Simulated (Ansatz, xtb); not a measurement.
# C5H10ClF: which of two isomers lies lower

We compare X, `CCC(F)(Cl)CC`, a singlet, with Y, `C[C@@H](F)[C@@H](C)CCl`, a singlet. Both are isolated molecules in the gas phase, relaxed with B3LYP-D3(BJ)/def2-SVP; each stands in its lowest conformer found.

Quicker runs give these differences E(Y) − E(X): GFN2-xTB +2.7 kcal/mol; HF/STO-3G +6.8 kcal/mol (at GFN2-xTB geometries); r2SCAN-D4/def2-SVP +6.5 kcal/mol (at GFN2-xTB geometries).

**Question.** Estimate E(Y) − E(X) at the level CCSD(T)/def2-SVP + ΔMP2/def2-TZVPP.

**Answer.** Calculated at CCSD(T)/def2-SVP + ΔMP2/def2-TZVPP: E(Y) − E(X) = +3.2 kcal/mol, so structure X lies lower.

The same difference at several levels:

| level | geometry | E(Y) − E(X) (kcal/mol) | departure from the last row (kcal/mol) | job, with rough time for the two |
| --- | --- | --- | --- | --- |
| GFN2-xTB | GFN2-xTB | +2.7 | −0.5 | optimisation, 0.12 s |
| HF/STO-3G | GFN2-xTB | +6.8 | +3.6 | single point, 0.36 s |
| r2SCAN-D4/def2-SVP | GFN2-xTB | +6.5 | +3.2 | single point, 3.9 s |
| B3LYP-D3(BJ)/def2-SVP | B3LYP-D3(BJ)/def2-SVP | +5.1 | +1.8 | optimisation, 34 s |
| HF/def2-SVP | B3LYP-D3(BJ)/def2-SVP | +3.7 | +0.5 | part of the CCSD(T) run |
| MP2/def2-SVP | B3LYP-D3(BJ)/def2-SVP | +5.7 | +2.5 | part of the CCSD(T) run |
| CCSD(T)/def2-SVP | B3LYP-D3(BJ)/def2-SVP | +5.3 | +2.1 | single point |
| CCSD(T)/def2-SVP + ΔMP2/def2-TZVPP | B3LYP-D3(BJ)/def2-SVP | +3.2 |  | single point, 92 s |

As drawn, both hold the same kinds of bond in the same numbers.

None of the levels shown reverses the order. The largest departure from CCSD(T)/def2-SVP + ΔMP2/def2-TZVPP is that of HF/STO-3G, 3.6 kcal/mol. The last row adds to CCSD(T) the change of the MP2 difference between the two basis sets, here −2.1 kcal/mol.

With thermal terms from frequencies at re-optimised GFN2-xTB minima (ideal gas, soft modes damped towards free rotors, one conformer each, 298.15 K, 1 atm): the zero-point term adds +0.2 kcal/mol; ΔH is +3.4 and ΔG +3.3 kcal/mol.

The correlated steps freeze 11 core orbitals. Mirror images aren't counted in ΔG. Codes used: Ansatz 0.2.0, xtb 6.7.1; the last row on 4 threads of Arm Neoverse V2 on a shared host.
